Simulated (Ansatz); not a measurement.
System: sum formula SiHS₂Cl₂, net charge 0, doublet state. It need not be the lowest isomer of its formula. 
Geometry from a B3LYP-D3(BJ)/def2-TZVP (Ansatz, a quantum-chemistry and plane-wave program) optimisation:
```xyz
6

S     -0.1389     0.4533     2.0498
Si    -0.0741     0.0533     0.0137
S      1.6688    -1.1897    -0.0781
Cl     0.0886     1.7309    -1.1506
Cl    -1.6151    -1.0719    -0.7259
H      2.5097    -0.1666     0.1602
```
Charge 0, spin multiplicity 2.

Computed values are from Ansatz. Cores are frozen in the correlated levels unless marked. Open shells are spin-unrestricted. No spin-orbit coupling. No relativistic terms. CBS(X,Y): correlation extrapolated as X^-3; Hartree-Fock from the larger set.

### Question
What is the dipole moment at CCSD(T)/aug-cc-pV(D+d)Z?

### Answer
1.06 D.

### Question
What is the atomisation energy De at CCSD(T)/CBS(cc-pV(T+d)Z,cc-pV(Q+d)Z)?

### Answer
1809.3 kJ/mol.

### Question
What is the total energy at CCSD(T)/CBS(cc-pV(T+d)Z,cc-pV(Q+d)Z)?

### Answer
-2004.8934 Eh.

### Question
What is the T1 diagnostic at CCSD/cc-pV(Q+d)Z?

### Answer
0.016.
